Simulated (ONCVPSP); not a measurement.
**Varying the ONCV potential for Hg (Z = 80)**

Base potential:

ONCVPSP 4.0.1 input, shortened (lines: element, Z, core and valence counts, functional; n l f; lmax; l rc ep ncon nbas qcut; lloc lpopt rc5 dvloc0; l nproj debl; icmod fcfact rcfact), PBE, scalar-relativistic:

```
  Hg 80.00   10    4        4      upf
    1    0    2.00
    2    0    2.00
    2    1    6.00
    3    0    2.00
    3    1    6.00
    3    2   10.00
    4    0    2.00
    4    1    6.00
    4    2   10.00
    4    3   14.00
    5    0    2.00
    5    1    6.00
    5    2   10.00
    6    0    2.00
    2
    0    1.15    0.00    3    8    8.20
    1    1.75    0.00    4    8    9.70
    2    1.60    0.00    4    9   10.40
    4    4    0.85    4.00
    0    2    0.60
    1    2    1.70
    2    2    0.90
    0    0.00    0.00
```

In the p channel the program set the typed energies aside and used -2.444, 0.250 Ha.

All-electron outer shells of the reference configuration (PBE, scalar-relativistic, ld1.x):

```json
{"shell": "5s", "level (eV)": "-118.18", "outermost node (bohr)": "0.47", "outermost maximum (bohr)": "0.82"}
{"shell": "4f", "level (eV)": "-95.89", "outermost node (bohr)": "–", "outermost maximum (bohr)": "0.37"}
{"shell": "5p", "level (eV)": "-66.52", "outermost node (bohr)": "0.51", "outermost maximum (bohr)": "0.93"}
{"shell": "5d", "level (eV)": "-9.86", "outermost node (bohr)": "0.55", "outermost maximum (bohr)": "1.17"}
{"shell": "6s", "level (eV)": "-6.82", "outermost node (bohr)": "1.08", "outermost maximum (bohr)": "2.21"}
```

Cutoffs, loose and tight: the cutoffs (Ha) at which the residual kinetic energy of the hardest occupied pseudo-wave falls to 1 and 0.1 mHa per electron. They do not see the model core or the augmentation charge, which bear on the density cutoff. Test errors are all-electron minus pseudo excitation energies from the reference, over the configurations 5s2 5p6 5d10 6s1; 5s2 5p6 5d10 6s0; 5s2 5p6 5d9 6s0; 5s2 5p6 5d10 6s1.5. A dash means not determined; rows that change the core or the reference have their own tests.

A true bound ghost makes a file unfit for plane-wave use even where its test errors are small: the radial tests pick states by their node count and pass the ghost by.

```tsv
change	outcome	cutoff, loose	cutoff, tight	bound ghosts	GHOST(+) flags above zero	largest test error (meV)
base	generated, projector energies reset by the program	31 Ha	126 Ha	none	s	-18
core [Xe] 4f14, valence charge 12; reference 5d10 6s2; waves now 6s: rc 1.05 bohr, ncon 4, nbas 9, qcut 7.5 1/bohr, 2 projectors, debl 2.1 Ha; p scattering state at 0.27 Ha: rc 1.40 bohr, ncon 3, nbas 6, qcut 6.4 1/bohr, 1 projector; 5d: rc 1.35 bohr, ncon 4, nbas 9, qcut 7.9 1/bohr, 2 projectors, debl 1.3 Ha; local potential polynomial inside 0.95 bohr (lpopt 5, dvloc0 0 Ha)	failed: ERROR pspot: first pseudo wave function has node, program will stop	–	–	–	–	–
fully relativistic	generated, projector energies reset by the program	31 Ha	125 Ha	none	s	+2.8
d: nbas 7	generated, projector energies reset by the program	31 Ha	126 Ha	none	s	-18
local potential polynomial inside 0.85 bohr (lpopt 4, dvloc0 6.5 Ha)	generated, projector energies reset by the program	31 Ha	126 Ha	none	s	-18
local potential polynomial inside 0.90 bohr (lpopt 1, dvloc0 1 Ha)	generated, projector energies reset by the program	31 Ha	126 Ha	none	s	-18
all radii scaled by about 0.87 (s 1.00, p 1.52, d 1.40 bohr); local potential polynomial inside 0.74 bohr (lpopt 4, dvloc0 4 Ha)	generated, projector energies reset by the program	54 Ha	201 Ha	none	s, p	-17
functional LDA (Perdew-Wang 92)	generated, projector energies reset by the program	31 Ha	128 Ha	none	s	-19
s: qcut 5.8; p: qcut 6.9; d: qcut 7.4	generated, projector energies reset by the program	–	–	s	s	-20
p: qcut 14.4	failed: ERROR pspot: first pseudo wave function has node, program will stop	–	–	–	–	–
reference 5s2 5p6 5d10 6s1.5 6p0.5; wave 5p: rc 1.75 bohr, ncon 4, nbas 8, qcut 9.7 1/bohr, 2 projectors, debl 1.7 Ha becomes 5p+6p: rc 1.75 bohr, ncon 4, nbas 8, qcut 9.7 1/bohr, 2 projectors	generated	31 Ha	126 Ha	none	s	-169 over the solved tests; 1 of 4 tests not solved or not reliable
p: rc 1.62	generated, projector energies reset by the program	31 Ha	126 Ha	none	s	-18
```
